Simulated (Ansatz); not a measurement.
H₂O, charge +1, doublet, at a GFN2-xTB geometry (a state made from the parent by changing its charge; the spin is typed, not shown lowest). Base run: PBE0/def2-SV(P) (Ansatz, a program for electronic structure).

Geometry (Å):
```xyz
3

O      0.0030     0.0988     0.0124
H     -0.8850    -0.3677    -0.0547
H      0.8606    -0.4228    -0.0442
```
Charge +1, spin multiplicity 2.
Orbitals are unrestricted.
All else is at Ansatz's defaults.

Variants of this job, named by their change:

```tsv
change	basis functions	E (Eh)
base	18	-75.80607
basis = cc-pVTZ-DK; relativity = none	58	-75.91441
basis = ANO-RCC-VDZP; relativity = spin-free X2C; nucleus = Gaussian	24	-75.96608
basis = ANO-RCC-VDZP; relativity = none	24	-75.90704
basis = ANO-RCC-VDZP; relativity = spin-free X2C	24	-75.96610
basis = cc-pVDZ-DK; relativity = spin-free X2C	24	-75.94478
basis = cc-pVDZ-DK; relativity = spin-free X2C; nucleus = Gaussian	24	-75.94477
basis = cc-pVTZ-DK; relativity = spin-free X2C; nucleus = Gaussian	58	-75.97051
basis = cc-pVTZ-DK; relativity = spin-free X2C	58	-75.97052
basis = cc-pVDZ-DK; relativity = none	24	-75.88859
```

Total energies compare only within one method and basis.

Ansatz warned in this series: the basis is contracted for relativity, which the run leaves out.

Basis sets contracted for a relativistic Hamiltonian are a mismatch without it, so the rows without relativity aren't non-relativistic limits. No row has spin-orbit coupling; sets with core potentials leave out the core electrons.
